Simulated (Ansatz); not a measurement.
`BC[CH2][GaH2]`, 12 atoms. The species carries charge 0 and has multiplicity 1. Correlated methods include outer-core shells of Ga, which these sets cover unevenly. Scalar relativity is left out up to krypton. All runs use 4 threads of an Intel Xeon on a shared host. Correlated methods freeze the cores.

Task: Give the basis size and wall time and peak host memory of each of these runs in Ansatz. RKS PBE0-D4/def2-TZVP relaxation (20 steps); RKS PBE0-D4/def2-TZVP frequencies; RKS CAM-B3LYP-D4/def2-TZVPP energy; RKS PBE0-D4/def2-QZVPP energy; RKS BLYP-D4/def2-TZVPP energy; RHF-CCSD(T)/def2-TZVPP energy; RKS ωB97M-V/def2-SVP energy; direct RPA on PBE orbitals/def2-TZVPP energy; RKS PBE0-D4/def2-SVP energy; RHF-MP2/def2-QZVPP energy; RKS ωB97M-V/def2-QZVPP energy; RHF-CCSD(T)/def2-SVP energy. (Estimate.)

Result: Ansatz gave: Other jobs shared the machine, so times are rough.

```csv
level,job,functions,wall time,peak host memory (GiB)
RKS PBE0-D4/def2-SVP,energy,114,1.1 s,0.45
RKS BLYP-D4/def2-TZVPP,energy,253,2.2 s,0.35
RKS CAM-B3LYP-D4/def2-TZVPP,energy,253,3.9 s,0.77
RKS ωB97M-V/def2-SVP,energy,114,4.1 s,0.45
direct RPA on PBE orbitals/def2-TZVPP,energy,253,5 s,0.66
RHF-CCSD(T)/def2-SVP,energy,114,5.5 s,0.6
RKS PBE0-D4/def2-QZVPP,energy,500,8.5 s,1.9
RKS ωB97M-V/def2-QZVPP,energy,500,19 s,2.4
RHF-MP2/def2-QZVPP,energy,500,25 s,3.5
RKS PBE0-D4/def2-TZVP,relaxation (20 steps),189,67 s,0.55
RHF-CCSD(T)/def2-TZVPP,energy,253,93 s,5.6
RKS PBE0-D4/def2-TZVP,frequencies,189,2.8 min,0.55
```
